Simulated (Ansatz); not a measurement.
Total energies of Al3O9H9, a hydroxylated oxide cluster from Ansatz at PBE0-D4/def2-TZVP, gas phase (1 Eh = 27.2114 eV = 2625.5 kJ/mol). The reference geometry is relaxed at r2SCAN-D4/def2-SVP.

Cartesian coordinates in Å:
```
Al 1.645 0.521 0.680
Al -1.429 0.769 -0.107
Al 0.500 -1.639 -0.599
O -2.811 0.822 1.265
O 1.707 2.053 -0.129
O -0.002 -0.176 0.369
O -1.120 2.455 -0.038
O 2.354 0.516 2.237
O 0.385 -3.147 0.202
O -2.431 -0.118 -1.185
O -0.149 -1.551 -2.205
O 2.192 -0.914 -0.382
H -2.980 1.758 1.468
H -3.614 0.446 0.865
H 2.341 2.720 0.154
H -0.179 2.681 -0.153
H 2.311 -0.198 2.877
H -0.048 -3.904 -0.200
H -1.958 -0.696 -1.808
H 0.241 -1.037 -2.917
H 3.045 -1.360 -0.395
```

```tsv
state	geometry	energy (Eh)
charge 0 singlet	reference	-1409.67702
charge 1 doublet	reference	-1409.31623
charge 1 doublet	relaxed at r2SCAN-D4/def2-SVP	-1409.33116
charge -1 doublet	reference	-1409.64875
free Al atom (doublet)	–	-242.24894
free O atom (triplet)	–	-75.01860
free H atom (doublet)	–	-0.50104
```

Single mean-field runs in def2-TZVP are fitted with def2-universal-jkfit.

Q: Work out the vertical ionisation energy to the doublet.

A: E(charge 1 doublet) − E(charge 0 singlet) = -1409.31623 − (-1409.67702) = 0.36079 Eh = 9.82 eV. For comparison, −ε of the highest occupied level is 8.10 eV at this level, 1.72 eV less.

Q: Work out the vertical electron affinity, to the doublet.

A: E(charge 0 singlet) − E(charge -1 doublet) = -1409.67702 − (-1409.64875) = -0.02827 Eh = -0.77 eV; negative, so the extra electron isn't bound. The basis lacks diffuse functions, which makes affinities too small.

Q: Give the fundamental gap IE − EA, the Mulliken electronegativity (IE + EA)/2 and the hardness (IE − EA)/2.

A: From the values in Eh: IE − EA = 0.36079 − (-0.02827) = 0.38906 Eh = 10.59 eV; (IE + EA)/2 = 4.52 eV; (IE − EA)/2 = 5.29 eV. The HOMO–LUMO gap of the same run is 7.66 eV, 2.93 eV smaller than the fundamental gap.

Q: How much does the charge 1 doublet relax, and what is the adiabatic ionisation energy?

A: Relaxation: -1409.31623 − (-1409.33116) = 0.01493 Eh = 0.41 eV. Adiabatic ionisation energy: 0.34586 Eh = 9.41 eV, without zero-point energy. 

Q: What is the binding energy per atom against free atoms?

A: Atoms: 3 × (-242.24894) + 9 × (-75.01860) + 9 × (-0.50104) = -1406.42358 Eh. Binding: -1406.42358 − (-1409.67702) = 3.25344 Eh = 88.53 eV, or 4.22 eV for each of 21 atoms (no zero-point energy, no counterpoise term).

At PBE0-D4/def2-TZVP the highest occupied level of the charge -1 doublet lies above zero (up to 2.02 eV). By energy differences it is unbound by 0.77 eV (vertical, against the charge 0 singlet, at PBE0-D4/def2-TZVP) and held by the finite basis.
